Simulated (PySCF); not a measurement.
Bi(OH)(SiH3)2 (BiH7OSi2), SMILES [OH][Bi]([SiH3])[SiH3].

Geometry: PBE0-D3(BJ)/def2-SVP. The structure was generated by enumeration; whether it is a known compound was not checked. The def2 effective core potentials stand for the cores of Bi; spin–orbit coupling is left out. The values are those of a single conformer.

Method: PySCF with B3LYP/def2-TZVP.

Isolated molecule, no solvent.

```yaml
total_energy: -873.23659 hartree
point_group: Cs
highest_occupied_level: -7.01 eV
lowest_empty_level: -1.87 eV
orbital_gap: 5.14 eV
dipole_moment: 1.94 D
quadrupole, principal values (traceless, Buckingham form, about the centre of nuclear charge): -7.39, 0.26, 7.13 D·Å
mean_static_polarisability: 115.4 bohr³ (17.10 Å³)
polarisability_principal_values: 93.5, 117.9, 134.7 bohr³
```
